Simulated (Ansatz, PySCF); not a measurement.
SnOCl2, SMILES [O]=[Sn]([Cl])[Cl]. Atoms are numbered in the order given.

```xyz
4

Sn     0.0000     0.0000    -0.3807
O      0.0000     0.0000    -2.2278
Cl     0.0000    -1.8471     1.0649
Cl     0.0000     1.8471     1.0649
```
Charge 0, spin multiplicity 1.

Coordinates come from a B3LYP-D3(BJ)/def2-SVP optimisation. The def2 effective core potentials stand for the cores of Sn; spin–orbit coupling is left out.

Two levels are set side by side: PBE-D3(BJ)/def2-SVP (Ansatz, a first-principles code) and B3LYP-D3(BJ)/def2-SVP (Ansatz). Each level has its own optimised geometry; the coordinates shown are those of the second. Frequencies come from the Hessian of PySCF at each geometry. Differences are taken from unrounded values.

```json
[
 {"quantity": "mean bond length (Å)", "B3LYP-D3(BJ)": "2.179"},
 {"quantity": "bond Sn1–O2 (Å)", "B3LYP-D3(BJ)": "1.847"},
 {"quantity": "bond Sn1–Cl3 (Å)", "B3LYP-D3(BJ)": "2.346"},
 {"quantity": "bond Sn1–Cl4 (Å)", "B3LYP-D3(BJ)": "2.346"},
 {"quantity": "highest harmonic wavenumber (cm⁻¹)", "B3LYP-D3(BJ)": "805"},
 {"quantity": "mean harmonic wavenumber (cm⁻¹)", "B3LYP-D3(BJ)": "320"},
 {"quantity": "zero-point energy (kcal/mol)", "B3LYP-D3(BJ)": "2.75"}
]
```

What does PBE-D3(BJ) give, and how far is it from B3LYP-D3(BJ)? (Estimate from the structure and the level; the computed values follow.)


```
quantity                            PBE-D3(BJ)  PBE-D3(BJ) minus B3LYP-D3(BJ)
----------------------------------  ----------  -----------------------------
mean bond length (Å)                     2.189                          0.010
bond Sn1–O2 (Å)                          1.858                          0.011
bond Sn1–Cl3 (Å)                         2.354                          0.009
bond Sn1–Cl4 (Å)                         2.354                          0.009
highest harmonic wavenumber (cm⁻¹)         789                            -16
mean harmonic wavenumber (cm⁻¹)            312                             -8
zero-point energy (kcal/mol)              2.68                          -0.07
```

GGA bonds tend to be longer and softer than those of functionals with exact exchange. Differences between two approximate levels are no errors against the true value.
